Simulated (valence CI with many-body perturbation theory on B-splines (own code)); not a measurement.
# E1 line list for Ni¹⁵⁺

Method: valence CI with perturbative core correlation (CI+MBPT): three valence electrons over a frozen Dirac-Fock core [Ne], a basis of 11 s, 11 p, 9 d, 7 f, 5 g, 2 h, 1 i functions for each j, with the one-electron correlation potential Σ1 (screened to all orders), the two-electron term Σ2, the three-electron term Σ3, Breit, model QED; selected single and double excitations, second order for the rest (own B-spline code, finite nucleus).

No measured spectrum was set against this ion. As an estimate, levels of excited configurations hold to 0.05 to 0.15 % of their energy, terms of the ground configuration to about 0.5 %.

Lines 151 to 200 of 266 in falling wavelength, among levels below 1280600 cm⁻¹, chosen from the strongest by gf and those to the six lowest levels. Wavelengths and rates use the calculated energies, so an error of 300 cm⁻¹ moves a line at 211.7 Å by 0.064 % and its rate by three times that or more. Electric multipoles are in the length gauge, E1 and E2 with the static RPA response of the core. Weak lines are less certain than strong ones. Lines between different terms over intervals too small for the method are left out, as are lines whose strength nearly cancels. Where a level lies close to another of its J and parity, the split of strength between their lines is uncertain. The highest levels of a list are the least certain.

Names give the largest LS component (configuration and term), which can be under half, so a name can repeat, a term be missing and a line seem to break the LS rules; names also repeat where a configuration has a term twice. Letters in brackets count levels of one name in rising energy.

```csv
λ vac (Å),Upper,Lower,A (s⁻¹),S (a.u.) with core polarisation,S without
211.7,3s3p3d ²D°_5/2 [a],3s3p² ²D_5/2,3.12e+10,8.78e-01,9.08e-01
210.8,3s3p3d ⁴F°_3/2,3s3p² ⁴P_1/2,4.41e+07,8.15e-04,8.39e-04
210.5,3p³ ²P°_3/2,3s3p² ⁴P_3/2,7.88e+08,1.45e-02,1.50e-02
210.4,3s3p3d ²D°_3/2 [a],3s3p² ²D_3/2,3.47e+10,6.38e-01,6.60e-01
209.9,3s3p3d ²D°_5/2 [a],3s3p² ²D_3/2,5.52e+09,1.51e-01,1.56e-01
208.2,3p³ ²P°_1/2,3s3p² ⁴P_1/2,2.61e+07,2.32e-04,2.40e-04
206.6,3s3p3d ²P°_1/2 [a],3s3p² ²P_1/2,3.52e+10,3.07e-01,3.17e-01
206.2,3p²3d ²D_3/2 [b],3p³ ²P°_3/2,7.84e+09,1.36e-01,1.40e-01
205.3,3p³ ²P°_3/2,3s3p² ⁴P_1/2,4.34e+08,7.41e-03,7.67e-03
204.0,3p²3d ²P_1/2 [b],3p³ ²P°_1/2,3.12e+10,2.61e-01,2.70e-01
203.5,3p²3d ²P_1/2 [a],3p³ ²D°_3/2,1.56e+10,1.30e-01,1.35e-01
203.4,3p²3d ²D_3/2 [b],3p³ ²P°_1/2,6.45e+09,1.07e-01,1.10e-01
200.5,3s3p3d ²F°_5/2 [a],3s3p² ²D_5/2,4.60e+09,1.10e-01,1.14e-01
199.9,3s3p3d ²P°_1/2 [b],3s3p² ²P_3/2,1.31e+10,1.03e-01,1.07e-01
199.7,3p²3d ²P_3/2 [b],3p³ ²P°_3/2,1.90e+10,2.99e-01,3.08e-01
199.2,3s3p3d ²P°_3/2 [a],3s3p² ²S_1/2,4.82e+10,7.52e-01,7.77e-01
199.1,3p²3d ²S_1/2,3p³ ²P°_3/2,3.50e+10,2.72e-01,2.81e-01
198.9,3p²3d ⁴P_5/2 [a],3p³ ⁴S°_3/2,2.73e+10,6.37e-01,6.57e-01
198.8,3s3p3d ²F°_5/2 [a],3s3p² ²D_3/2,1.36e+10,3.16e-01,3.27e-01
198.7,3s3p3d ⁴P°_5/2,3s3p² ⁴P_5/2,2.89e+09,6.70e-02,6.92e-02
197.6,3s3p3d ²P°_3/2 [b],3s3p² ²P_3/2,3.63e+10,5.53e-01,5.71e-01
197.5,3s3p3d ²D°_5/2 [b],3s3p² ²P_3/2,6.60e+10,1.51e+00,1.56e+00
197.5,3s3p3d ⁴D°_3/2,3s3p² ⁴P_5/2,7.76e+08,1.18e-02,1.22e-02
197.0,3p²3d ²P_3/2 [b],3p³ ²P°_1/2,3.90e+09,5.89e-02,6.09e-02
196.8,3p²3d ²D_3/2 [a],3p³ ⁴S°_3/2,1.01e+10,1.52e-01,1.58e-01
196.1,3s3p3d ²P°_1/2 [b],3s3p² ²P_1/2,7.86e+09,5.85e-02,6.06e-02
195.5,3p²3d ⁴P_5/2 [a],3p³ ²D°_5/2,1.39e+10,3.08e-01,3.18e-01
195.4,3s3p3d ²D°_3/2 [b],3s3p² ²P_1/2,5.17e+10,7.62e-01,7.87e-01
195.3,3s²3d ²D_3/2,3s²3p ²P°_3/2,9.62e+09,1.41e-01,1.46e-01
194.3,3s3p3d ²P°_1/2 [a],3s3p² ²S_1/2,1.14e+10,8.23e-02,8.50e-02
194.1,3s²3d ²D_5/2,3s²3p ²P°_3/2,4.49e+10,9.72e-01,1.00e+00
193.4,3s3p3d ⁴P°_5/2,3s3p² ⁴P_3/2,2.84e+10,6.09e-01,6.29e-01
193.3,3p²3d ⁴P_1/2,3p³ ⁴S°_3/2,4.84e+10,3.45e-01,3.56e-01
192.3,3s3p3d ⁴D°_3/2,3s3p² ⁴P_3/2,7.51e+09,1.05e-01,1.09e-01
192.3,3p²3d ⁴P_5/2 [b],3p³ ⁴S°_3/2,1.65e+10,3.47e-01,3.58e-01
192.2,3p²3d ⁴P_3/2,3p³ ⁴S°_3/2,3.83e+10,5.37e-01,5.55e-01
192.1,3s3p3d ²F°_7/2 [a],3s3p² ²D_5/2,1.86e+10,5.20e-01,5.38e-01
191.7,3s3p3d ⁴D°_1/2,3s3p² ⁴P_3/2,1.18e+09,8.21e-03,8.48e-03
191.5,3s3p3d ⁴D°_7/2,3s3p² ⁴P_5/2,4.47e+10,1.24e+00,1.28e+00
191.1,3s3p3d ⁴D°_5/2,3s3p² ⁴P_5/2,3.06e+10,6.32e-01,6.53e-01
190.9,3s3p3d ⁴P°_3/2,3s3p² ⁴P_5/2,1.35e+10,1.86e-01,1.92e-01
190.9,3p²3d ²D_3/2 [a],3p³ ²D°_3/2,3.04e+10,4.18e-01,4.31e-01
189.1,3p²3d ⁴P_5/2 [b],3p³ ²D°_5/2,1.72e+10,3.44e-01,3.55e-01
188.0,3s3p3d ⁴D°_3/2,3s3p² ⁴P_1/2,3.18e+10,4.17e-01,4.31e-01
187.4,3s3p3d ⁴D°_1/2,3s3p² ⁴P_1/2,4.61e+10,3.00e-01,3.10e-01
186.6,3p²3d ⁴P_5/2 [b],3p³ ²D°_3/2,3.10e+09,5.95e-02,6.14e-02
186.3,3s3p3d ⁴D°_5/2,3s3p² ⁴P_3/2,1.15e+10,2.20e-01,2.27e-01
186.2,3s3p3d ⁴P°_1/2,3s3p² ⁴P_3/2,3.20e+10,2.04e-01,2.10e-01
186.1,3s3p3d ⁴P°_3/2,3s3p² ⁴P_3/2,2.26e+10,2.88e-01,2.98e-01
186.0,3s3p3d ²D°_3/2 [a],3s3p² ⁴P_5/2,2.57e+07,3.27e-04,3.36e-04
```
